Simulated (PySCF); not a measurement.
A GIAO shielding run with PySCF 2.14.0 with density-fitted response routines (density fitting, non-relativistic, gas phase) on SMILES N([SiH2]C#CC)[SiH3], C3H9NSi2:

```
{"job": {"kind": "nmr", "xc": "BP86", "basis": "pcSseg-1", "pop": false}, "charge": 0, "multiplicity": 1}
C     -3.436714     0.655513     0.434933
C     -2.195485    -0.020449     0.107220
C     -1.149062    -0.586112    -0.163513
Si     0.430271    -1.425872    -0.562097
N      1.798430    -0.352336    -0.565909
Si     2.894547     0.009988     0.736651
H     -4.074257     0.769747    -0.455670
H     -4.006231     0.090415     1.189317
H     -3.241351     1.659731     0.842691
H      0.688443    -2.475418     0.464374
H      0.289172    -2.045120    -1.913356
H      1.860199     0.258725    -1.376944
H      2.610405     1.317063     1.411883
H      4.303287     0.070779     0.236287
H      2.763390    -1.083486     1.743244
```

Hardware: 1 thread of an Arm Neoverse N1, shared host.

Question: How large is the calculation?

Answer: 62 electrons, 161 basis functions and 877 auxiliary functions.

Question: How long does it take?

Answer: 36 s of wall time, with 15 SCF cycles. Times on a shared host scatter by some tens of per cent.

Question: And these other runs on the same molecule and hardware: GIAO shielding at BLYP/pcSseg-1; GIAO shielding at HF/pcSseg-1; GIAO shielding at LDA/pcSseg-1; GIAO shielding at OPBE/pcSseg-1; GIAO shielding at PBE/pcSseg-1?

Answer: BLYP/pcSseg-1: 161 functions, 36 s; HF/pcSseg-1: 161 functions, 15 s; LDA/pcSseg-1: 161 functions, 28 s; OPBE/pcSseg-1: 161 functions, 36 s; PBE/pcSseg-1: 161 functions, 37 s.
